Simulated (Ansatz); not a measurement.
The cluster Sn3O4, relaxed as a singlet with RKS r2SCAN-D4/def2-SVP in Ansatz, starting from the GFN1-xTB geometry. Force threshold 0.02 eV/Å.

In the def2 sets Sn takes a core potential; there is no spin–orbit coupling. The structure holds one bond between oxygen atoms, so isomers without such links may lie far lower. Another isomer (singlet) lies 0.32 eV lower at PBE0-D4/def2-TZVP; other spin states weren't run for this one.

Start:

Cartesian coordinates in Å:
```
Sn 0.938 -1.480 -0.265
Sn 0.809 1.185 1.660
Sn -1.840 0.019 -1.192
O -0.264 -0.952 -1.859
O 2.016 0.057 0.592
O -0.797 1.248 0.232
O -0.861 -0.077 0.832
```

Problem. Estimate the energy that the relaxation releases and the steps that it takes.

Solution. 24.5 kJ/mol, in 9 steps; 21 s on 4 threads of Arm Neoverse V2 on a shared host. The force fell under the threshold at step 8, but the optimiser went on. No frequencies were taken in this run, so the end may be a saddle point.

Problem. Does the start keep its bonding and symmetry?

Solution. By distances, no bond broke or formed. The bond that changes most is Sn3–O7, from 2.25 to 2.40 Å (atoms count from 1). Point group Cs at the start, Cs at the end, both within 0.05 Å.

Problem. Predict the relaxed structure.

Solution. 
Cartesian coordinates in Å:
```
Sn 0.8732 -1.5631 -0.1717
Sn 0.8872 1.2612 1.6053
Sn -1.8098 0.0730 -1.2938
O -0.1502 -0.8521 -1.8053
O 1.9491 0.0728 0.4513
O -0.8506 1.2009 0.2991
O -0.8988 -0.1927 0.9151
```
Bond lengths (bridged metal pairs left out): 8 × O–Sn 1.97 to 2.40 Å; 1 × O–O 1.52 Å.
